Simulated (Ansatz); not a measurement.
F2H6Si3, SMILES `F[Si](F)([SiH3])[SiH3]`, relaxed with RKS PBE-D4/def2-SVP in Ansatz from a rough embedded geometry. The force threshold is 0.03 eV/Å; the program also tests the step.

The species carries charge 0 and has multiplicity 1.

Start:

```xyz
11

F     2.096    0.511   -1.063
Si    0.611    0.718   -0.422
F     0.265    2.272   -0.535
Si   -0.966   -0.491   -1.434
Si    0.518    0.012    1.773
H    -0.715   -1.996   -1.367
H    -2.326   -0.281   -0.868
H    -1.078   -0.180   -2.899
H     0.851   -1.483    1.858
H     1.547    0.701    2.615
H    -0.804    0.217    2.342
```

(1) By how much does the energy fall, and how many steps does the optimiser take? (An estimate is asked.)

(2) Which bonds change most? (Estimate.)

(3) Give the relaxed structure. (Best estimate.)

## Answers

(1) Ansatz gave: 29.38 kJ/mol, in 7 steps.

(2) The calculation gave: Si2–Si4 from 2.229 to 2.358 Å; Si5–H11 from 1.454 to 1.505 Å; Si2–Si5 from 2.307 to 2.358 Å; Si2–F3 from 1.597 to 1.643 Å.

(3) Ansatz gave: 
```xyz
11

F     1.997    0.372   -1.008
Si    0.514    0.604   -0.341
F     0.201    2.213   -0.450
Si   -1.071   -0.544   -1.655
Si    0.636    0.033    1.944
H    -0.776   -2.019   -1.608
H    -2.446   -0.303   -1.093
H    -1.018   -0.064   -3.080
H     0.977   -1.427    2.070
H     1.687    0.858    2.635
H    -0.702    0.279    2.586
```
